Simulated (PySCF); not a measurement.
Computed shifts of a molecule C4H8Si2, PBE/pcSseg-1 run with PySCF, GIAO, gas phase, atoms alike by connectivity averaged where their shifts nearly agree, in ppm (number of nuclei): ²⁹Si: -36.9 (1), -72.8 (1). ¹³C: 170.7 (1), 159.8 (1), 142.9 (1), 138.6 (1). ¹H: 7.92 (1), 7.61 (1), 6.98 (1), 5.12 (2), 4.82 (3). References: ²⁹Si against TMS (σ = 335.4 ppm); ¹³C against TMS (σ = 182.0 ppm); ¹H against TMS (σ = 31.49 ppm), references at their B3LYP-D3(BJ)/def2-TZVP geometries, non-relativistic. Geometry optimised at r2SCAN-D4/def2-SVP. Other conformers were not sampled.

### Question
Which molecule gave these data?
A) C=C1[SiH2]C=C[SiH2]1
B) C1=C[SiH2][SiH2]C=C1
C) [SiH3]C1=CC=C[SiH2]1
D) C=C1[SiH2]C(=C)[SiH2]1

### Answer
C, [SiH3]C1=CC=C[SiH2]1
